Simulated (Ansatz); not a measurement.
Calculated with Ansatz (gas phase, PBE0-D4/def2-TZVP geometries, no zero-point term in ΔE). CCSD(T)/CBS is the MP2 limit (def2-TZVPP, def2-QZVPP) plus CCSD(T) − MP2 in def2-TZVPP, frozen cores. This one scheme is used for every species. DFT in def2-TZVPP. B3LYP here is the variant with VWN-RPA as its local correlation; programs differ in this. Each species was taken in one conformer, which may not be the lowest.

`F[SiH2]OP` + trisilane → `[SiH3]P` + `F[SiH2]O[SiH2][SiH3]`  (redistribution)

Problem. Is it downhill or uphill in electronic energy at CCSD(T)/CBS, and by how much? (An estimate is asked.)

Solution. Ansatz gave: Downhill: ΔE = -1.27 eV.

Problem. What do these levels give: PBE-D4, B3LYP-D4, ωB97X-V, ωB97M-V, B3LYP, MP2/def2-TZVPP, SCS-MP2/def2-TZVPP, CCSD(T)/def2-TZVPP, HF/def2-QZVPP, MP2/def2-QZVPP, MP2/CBS(def2), CCSD/CBS(def2)? (Estimate.)

Solution. The calculation gave: PBE-D4 -1.14, B3LYP-D4 -1.24, ωB97X-V -1.22, ωB97M-V -1.25, B3LYP -1.22, MP2/def2-TZVPP -1.33, SCS-MP2/def2-TZVPP -1.30, CCSD(T)/def2-TZVPP -1.26, HF/def2-QZVPP -1.32, MP2/def2-QZVPP -1.34, MP2/CBS(def2) -1.34, CCSD/CBS(def2) -1.28 eV.

Largest T1 diagnostic among the species: 0.013.

From PBE to PBE0 (25 % exact exchange), in def2-TZVPP and without D4, ΔE moves by −0.06 eV.
